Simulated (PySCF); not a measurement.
C4H10O, triplet, at the geometry of the source list (a higher spin typed on purpose: for a closed-shell molecule this is an excited state); DF-HF/6-31G** run with PySCF.

PySCF was given this input:
```python
from pyscf import gto, scf

mol = gto.Mole()
mol.atom = '''
    C     2.339900    0.291400   -0.078900
    C     0.853700    0.582300    0.052700
    O     0.206700   -0.589600    0.500700
    C    -1.181200   -0.458100    0.703200
    C    -1.998700   -0.475000   -0.587900
    H     2.740800   -0.026800    0.878800
    H     2.494900   -0.505000   -0.800500
    H     2.864000    1.183400   -0.410100
    H     0.683800    1.396600    0.777000
    H     0.449600    0.903500   -0.918500
    H    -1.392400    0.463200    1.268200
    H    -1.454800   -1.317800    1.321400
    H    -3.058100   -0.487500   -0.347600
    H    -1.755200   -1.363800   -1.163600
    H    -1.793000    0.403100   -1.195000
'''
mol.basis = '6-31g**'
mol.charge = 0
mol.spin = 2
mol.verbose = 4
mol.build()

mf = scf.UHF(mol)
mf = mf.density_fit(auxbasis='def2-universal-jkfit')
mf.kernel()
```

The log (banner, timings and long lists left out):

```
PySCF version 2.14.0

[INPUT] verbose = 4
[INPUT] num. atoms = 15
[INPUT] num. electrons = 42
[INPUT] charge = 0
[INPUT] spin (= nelec alpha-beta = 2S) = 2
[INPUT] symmetry False subgroup None
[INPUT] Mole.unit = angstrom
[INPUT] Symbol           X                Y                Z      unit          X                Y                Z       unit  Magmom
[...]
nuclear repulsion = 191.824148314002
number of shells = 60
number of NR pGTOs = 205
number of NR cGTOs = 120
basis = 6-31g**
ecp = {}

******** <class 'pyscf.df.df_jk.DFUHF'> ********
method = DFUHF
initial guess = minao
damping factor = 0
level_shift factor = 0
DIIS = <class 'pyscf.scf.diis.CDIIS'>
diis_start_cycle = 1
diis_space = 8
diis_damp = 0
SCF conv_tol = 1e-09
SCF conv_tol_grad = None
SCF max_cycles = 50
direct_scf = False
number electrons alpha = 22  beta = 20
Set gradient conv threshold to 3.16228e-05
******** <class 'pyscf.df.df.DF'> ********
auxbasis = def2-universal-jkfit
init E= -232.825349001558

cycle= 1 E= -231.69006328982  delta_E= 1.14  |g|= 0.355  |ddm|= 6.79

cycle= 2 E= -231.779756390313  delta_E= -0.0897  |g|= 0.189  |ddm|= 1.68

cycle= 3 E= -231.803124581856  delta_E= -0.0234  |g|= 0.0734  |ddm|= 0.52

cycle= 4 E= -231.817159920717  delta_E= -0.014  |g|= 0.0559  |ddm|= 0.701

cycle= 5 E= -231.823463850182  delta_E= -0.0063  |g|= 0.0307  |ddm|= 0.457

cycle= 6 E= -231.82708902027  delta_E= -0.00363  |g|= 0.0106  |ddm|= 0.553

cycle= 7 E= -231.827475485162  delta_E= -0.000386  |g|= 0.00752  |ddm|= 0.226
cycle= 8 E= -231.827775849218  delta_E= -0.0003  |g|= 0.00577  |ddm|= 0.249
cycle= 9 E= -231.828069822541  delta_E= -0.000294  |g|= 0.00491  |ddm|= 0.29
cycle= 10 E= -231.828464374574  delta_E= -0.000395  |g|= 0.00397  |ddm|= 0.467
cycle= 11 E= -231.828818118599  delta_E= -0.000354  |g|= 0.00317  |ddm|= 0.551
cycle= 12 E= -231.828978156365  delta_E= -0.00016  |g|= 0.0025  |ddm|= 0.318
cycle= 13 E= -231.829123185265  delta_E= -0.000145  |g|= 0.00217  |ddm|= 0.398
cycle= 14 E= -231.829168491598  delta_E= -4.53e-05  |g|= 0.00176  |ddm|= 0.133
cycle= 15 E= -231.829232905328  delta_E= -6.44e-05  |g|= 0.00135  |ddm|= 0.245
cycle= 16 E= -231.829283016467  delta_E= -5.01e-05  |g|= 0.00107  |ddm|= 0.267
cycle= 17 E= -231.829299393896  delta_E= -1.64e-05  |g|= 0.000874  |ddm|= 0.108
cycle= 18 E= -231.829316071789  delta_E= -1.67e-05  |g|= 0.00077  |ddm|= 0.156
cycle= 19 E= -231.829325682177  delta_E= -9.61e-06  |g|= 0.000536  |ddm|= 0.0916
cycle= 20 E= -231.82933244394  delta_E= -6.76e-06  |g|= 0.000377  |ddm|= 0.104
cycle= 21 E= -231.829336289671  delta_E= -3.85e-06  |g|= 0.000253  |ddm|= 0.108
cycle= 22 E= -231.82933700235  delta_E= -7.13e-07  |g|= 0.000125  |ddm|= 0.0349
cycle= 23 E= -231.829337174551  delta_E= -1.72e-07  |g|= 6.35e-05  |ddm|= 0.0245
cycle= 24 E= -231.829337194817  delta_E= -2.03e-08  |g|= 3.51e-05  |ddm|= 0.00558
cycle= 25 E= -231.829337201234  delta_E= -6.42e-09  |g|= 2.17e-05  |ddm|= 0.00137
cycle= 26 E= -231.829337204873  delta_E= -3.64e-09  |g|= 1.15e-05  |ddm|= 0.00205
cycle= 27 E= -231.829337205534  delta_E= -6.61e-10  |g|= 6.39e-06  |ddm|= 0.00151
Extra cycle  E= -231.829337205651  delta_E= -1.17e-10  |g|= 4.72e-06  |ddm|= 0.000107
converged SCF energy = -231.829337205651  <S^2> = 2.0150337  2S+1 = 3.0100058
```
